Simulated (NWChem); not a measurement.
System: AlCl, singlet; SMILES [Cl][Al]

NWChem input:

```
start job
memory heap 200 mb stack 900 mb global 1100 mb
geometry units angstroms noautosym nocenter noautoz
  Al     0.000000     0.000000    -1.209222
  Cl     0.000000     0.000000     0.937703
end
basis spherical
  * library pcsseg-3
end
dft
  xc b3lyp
  iterations 150
end
property
  shielding
end
task dft property
```

Low-valent species are run as closed-shell singlets; no triplet was tried in these runs. Geometry: optimised at PBE0/def2-SVP.

GIAO values for the isolated, static molecule; σ is the absolute isotropic shielding.

Atoms are numbered as in the input.

**Question.** Predict the main results of this run. (B3LYP/pcSseg-3, GIAO.) Quantities: basis functions; σ Al1 (ppm); σ Cl2 (ppm).

**Answer.** 
```yaml
number_of_basis_functions: 152
"σ Al1 (ppm)": 439.8
"σ Cl2 (ppm)": 534.1
```
